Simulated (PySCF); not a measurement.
## Two-component Hartree-Fock for Sm³⁵⁺ (samarium, charge +35)

Start: [Ar] 3d9; 3d3/2 filled at m_j = -1/2, +1/2, +3/2; 3d5/2 filled at m_j = -5/2, -3/2, -1/2, +1/2, +3/2, +5/2. Calculated with PySCF 2.14 in an uncontracted even-tempered set (16 s from 6.6 bohr⁻², ratio 2.8; 12 p from 8.6 bohr⁻², ratio 2.8; 8 d from 8.6 bohr⁻², ratio 2.8; 3 f from 34 bohr⁻², ratio 3): generalised Hartree-Fock with the X2C-1e Hamiltonian and a Gaussian nucleus; one run each with spin-orbit coupling (SO) screened by Boettger's factors, then bare. This is a chosen level, not necessarily the ground level.

```csv
spinor shell,electrons,"ε, screened SO (eV)","ε, bare SO (eV)",weight of nominal j (bare SO),"rms radius, bare SO (bohr)"
1s1/2,2,-48556.0,-48555.6,1.000,0.0259
2s1/2,2,-9259.9,-9259.9,1.000,0.105
2p1/2,2,-8843.9,-8860.1,1.000,0.0895
2p3/2,4,-8237.3,-8231.5,1.000,0.0959
3s1/2,2,-3103.7,-3103.7,1.000,0.265
3p1/2,2,-2922.9,-2926.4,1.000,0.256
3p3/2,4,-2795.0,-2793.7,1.000,0.268
3d3/2,3,-2504.7,-2508.2,0.997,0.237
3d5/2,6,-2476.5,-2474.4,0.998,0.241
```

| quantity | screened SO | bare SO |
| --- | --- | --- |
| E (hartree) | -9680.41790 | -9680.73081 |
| M_J | 3/2 | 3/2 |
| ⟨J²⟩ | 3.750 | 3.750 |
| ⟨L²⟩ | 6.028 | 6.030 |
| ⟨S²⟩ | 0.777 | 0.780 |

Each row is a mean over spinors that exchange with the open shell spreads, by up to 19.400 eV (3p1/2).

Breit and QED terms are absent; they matter most for the inner s and p1/2 levels.

Densities and radii are taken from the X2C orbitals without a picture-change correction, which distorts them close to the nucleus.
